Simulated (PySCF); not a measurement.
AlBr2, multiplicity 2. Atoms are numbered in the order given.

```xyz
3

Al     0.0000     0.0000     0.9721
Br     0.0000    -1.9698    -0.1805
Br     0.0000     1.9698    -0.1805
```
Charge 0, spin multiplicity 2.

Geometry: B3LYP-D3(BJ)/def2-TZVP. The multiplicity is an assumed one; other spin states were not compared. The isomer is the one that the SMILES or the coordinates give; other isomers of the formula were not compared.

The numbers are results of PySCF with r2SCAN/def2-TZVPD, not measurements.

Mulliken values depend strongly on the basis, most of all with diffuse functions as here. ESP charges are fitted to the potential on shells at 1.4 to 2.0 van der Waals radii. Atomic charges (e):

```csv
atom,meta-Löwdin,ESP fit,Mulliken spin
Al1,0.55,0.31,0.84
Br2,-0.27,-0.15,0.08
Br3,-0.27,-0.15,0.08
```
